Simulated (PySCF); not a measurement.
C₆H₈B₂Cl₂S.
SMILES with atom numbers: `[CH3:1][B:2]([CH3:3])[c:4]1[cH:5][c:6]([B:7]([Cl:8])[Cl:9])[cH:10][s:11]1` (hydrogens: H12, H13, H14 on C1; H15, H16, H17 on C3; H18 on C5; H19 on C10)

Computed with PBE0-D3(BJ)/def2-SVP geometry optimisation, gas phase (PySCF 2.14.0).

Question: List the bond lengths, angles and torsions at this level.

Answer: 
| bond | length (bohr) | order |
| --- | --- | --- |
| C1–B2, B2–C3 | 2.976 | single |
| B2–C4 | 2.940 | single |
| C4–C5 | 2.608 | aromatic |
| C5–C6 | 2.697 | aromatic |
| C6–B7 | 2.902 | single |
| B7–Cl8, B7–Cl9 | 3.320 | single |
| C6–C10 | 2.627 | aromatic |
| C10–S11 | 3.201 | aromatic |
| C4–S11 | 3.294 | aromatic |
| C1–H12 and 5 like bonds | 2.084 | single |
| C5–H18 | 2.063 | single |
| C10–H19 | 2.061 | single |

Bonds in one row agree within 0.02 bohr and their mean is given. Orders are formal, as drawn. A selection of angles:
| angle | degrees |
| --- | --- |
| C1–B2–C3 | 122.7 |
| C1–B2–C4 | 119.3 |
| C3–B2–C4 | 117.9 |
| B2–C4–C5 | 129.0 |
| B2–C4–S11 | 122.1 |
| C5–C4–S11 | 108.8 |
| C4–C5–C6 | 115.0 |
| C5–C6–B7 | 125.8 |
| C5–C6–C10 | 110.4 |
| B7–C6–C10 | 123.9 |
| C6–B7–Cl8 | 121.3 |
| Cl8–B7–Cl9 | 117.9 |
| C6–C10–S11 | 112.6 |
| C4–S11–C10 | 93.1 |

Torsions: C1–B2–C4–C5 180° (antiperiplanar); C5–C6–B7–Cl8 180° (antiperiplanar).

The 4 B–C bonds span 1.535 Å (C6–B7, drawn single) to 1.575 Å (B2–C3, drawn single), a spread of 0.040 Å. The C–C distances run from 1.380 Å (C4–C5, aromatic) to 1.427 Å (C5–C6, aromatic), a spread of 0.047 Å. B2 (three-coordinate boron) is planar (angles 122.7°, 119.3° and 117.9°, sum 360.0°, 0.00 Å off the plane of its three neighbours). Of the pairs four or more bonds apart, Cl8···H19 is among the closest relative to their van der Waals radii: 2.93 Å, 99 % of the sum of Bondi's values. The 11 heavy atoms lie in one plane (0.004 Å rms). The C–S distances run from 1.694 Å (C10–S11, aromatic) to 1.743 Å (C4–S11, aromatic), a spread of 0.049 Å. B7 (three-coordinate boron) is planar (angles 121.3°, 120.7° and 117.9°, sum 360.0°, 0.00 Å off the plane of its three neighbours).

Point group: Cs (every atom within 0.08 Å of its image). No frequency check.

Rough CPU time on one thread of a shared machine: about 6 min. This is the geometry optimisation.
